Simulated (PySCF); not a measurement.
Compound: C3H8O2Si2.
Geometry (PBE0-D3(BJ)/def2-SVP, Å), atoms numbered from 1 in this order:
```
atom  x, y, z in Å
O1     1.7763   -0.0795    1.4138
C2     1.8116    0.4518    0.3300
O3     2.9240    1.0128   -0.1585
Si4    0.2407    0.5127   -0.7779
C5    -1.1917    1.0189    0.3555
Si6   -1.5590   -0.8432    0.5695
C7    -0.4094   -1.2648   -0.8972
H8     3.6177    0.8891    0.5143
H9     0.4781    1.2803   -2.0365
H10   -1.9999    1.5298   -0.1930
H11   -0.9440    1.6060    1.2508
H12   -2.9926   -1.2172    0.3549
H13   -1.0948   -1.3998    1.8709
H14    0.3129   -2.0846   -0.7809
H15   -0.9856   -1.4298   -1.8227
```

Level: PBE0/pcSseg-1 and B3LYP/def2-SVPD in PySCF, non-relativistic, on one gas-phase PBE0-D3(BJ)/def2-SVP geometry that isn't relaxed in the solvent. The solvent is an IEF-PCM continuum (Bondi radii, 1.10 Å for H, scaled by 1.2). The model holds no explicit solvent molecules, cavitation or dispersion.

Gas phase at PBE0/pcSseg-1: HOMO -7.66 eV, LUMO -0.77 eV, dipole 1.29 D.

Question: What does the continuum do to the energy, the frontier levels and the dipole at PBE0/pcSseg-1 in chloroform and acetone?

Answer: 
```csv
solvent,ε,E(solvent) − E(gas) (kcal/mol),polarisation term (kcal/mol),distortion of the solute (kcal/mol),HOMO (eV),LUMO (eV),dipole (D)
chloroform,4.711,-4.35,-4.72,0.37,-7.64,-0.73,1.71
acetone,20.49,-5.81,-6.50,0.69,-7.64,-0.73,1.88
```

The polarisation term is half the interaction of the solute with the surface charges that it induces; the rest is the cost of distorting the solute's density. The sum is the electrostatic part of solvation alone. From chloroform to acetone the lowering changes by a factor 1.34, Onsager's factor (ε − 1)/(2ε + 1) by 1.30 and ε itself by 4.3.

Question: Which radius a makes the point-dipole formula ΔE = −[(ε − 1)/(2ε + 1)]·μ²/a³ give the value in acetone, with the gas-phase dipole?

Answer: μ = 0.508 au and |ΔE| = 0.00926 Eh give a = 1.24 Å; the farthest nucleus lies 3.76 Å from the centroid of the nuclei, so such a sphere wouldn't even hold the nuclei. The formula assumes a rigid point dipole at the centre of a sphere.

Question: Give the dipole vector in the frame of the coordinates (D, pointing from negative to positive charge), gas and acetone.

Answer: Gas (0.09, 0.57, -1.16), solvent (0.11, 0.82, -1.69). Its length changes by +46 % and its direction by less than 1°.

Question: Which ESP-fitted charges (PBE0/pcSseg-1) respond most in acetone (means over atoms taken as equivalent)?

Answer: 
```csv
atoms,environment,gas (e),solvent (e),change
O1,acid carbonyl oxygen,-0.494,-0.551,-0.057
H8,acid proton,+0.446,+0.487,+0.041
C2,carbonyl carbon,+0.527,+0.567,+0.040
O3,acid hydroxyl oxygen,-0.621,-0.656,-0.035
C5/C7,sp3 carbon bound to silicon,-0.779,-0.806,-0.027
Si4,SiH silicon,+0.641,+0.668,+0.027
```

Gas phase at B3LYP/def2-SVPD: HOMO -7.50 eV, LUMO -1.18 eV, dipole 1.39 D.

Question: What does the continuum do to the energy, the frontier levels and the dipole at B3LYP/def2-SVPD in acetone?

Answer: 
```tsv
solvent	ε	E(solvent) − E(gas) (kcal/mol)	polarisation term (kcal/mol)	distortion of the solute (kcal/mol)	HOMO (eV)	LUMO (eV)	dipole (D)
acetone	20.49	-5.75	-6.57	0.82	-7.43	-1.13	2.04
```

The atom shares or the degeneracy of the HOMO differ from the gas phase in acetone, so that column needn't follow one orbital.

Question: How does the static polarisability (B3LYP/def2-SVPD, frozen core, with the continuum's full static response) change?

Answer: 
```csv
medium,isotropic (au),principal values (au),⟨r²⟩ of the electrons (bohr²)
gas,94.8,"80.9, 90.3, 113.0",1155.8
acetone,128.5,"110.6, 124.4, 150.5",1155.2
```

The isotropic value in acetone is 1.36 times the gas-phase one; no cavity-field correction is applied. ⟨r²⟩ is taken about the centre of nuclear charge.
